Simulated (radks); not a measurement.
Cr3+, configuration [Ne] 3s1.75 3p6 3d3 4s0.25 (fractional occupations, a model configuration).

Calculated with a radial shooting solver on a logarithmic mesh with Libxc functionals: Dirac Kohn-Sham, AM05, spin-unpolarised, spherical densities, point nucleus; open shells fill j = l - 1/2 first.

Energy parts (Ry):
part                       energy
total                 -2091.82354
kinetic                2115.77220
electron-nucleus      -4936.24851
Hartree                 819.63400
exchange-correlation    -90.98123

Orbitals (lengths in bohr, moments of r in powers of bohr):
orbital  occ.  eigenvalue (Ry)       <r^4>  small-component weight
1s1/2       2        -434.3504  0.00007632                7.40e-03
2s1/2       2        -52.10135     0.01817                1.33e-03
2p1/2       2        -44.75822     0.01384                1.31e-03
2p3/2       4        -44.12468     0.01437                1.29e-03
3s1/2    1.75         -8.41849       1.304                2.91e-04
3p1/2       2         -6.35272       1.738                2.58e-04
3p3/2       4         -6.27295       1.796                2.55e-04
3d3/2       3         -3.02231       4.567                1.75e-04
3d5/2       0         -3.01388       4.611                1.74e-04
4s1/2    0.25         -2.16409       62.69                5.73e-05
4p1/2       0         -1.70117       106.4                4.64e-05
4p3/2       0         -1.69071       108.8                4.60e-05
4d3/2       0         -1.05830       357.6                3.03e-05
4d5/2       0         -1.05723       359.2                3.03e-05

The highest occupied level is 4s1/2 at -29.444 eV. The configuration is held as typed, so some empty levels lie below it. Summed over all electrons, <r^2> = 14.43 bohr^2, which gives a Langevin (diamagnetic) susceptibility term of -11.4 x 10^-6 cm^3/mol. The density falls to 0.001 e/bohr^3 at r = 3.05 bohr.
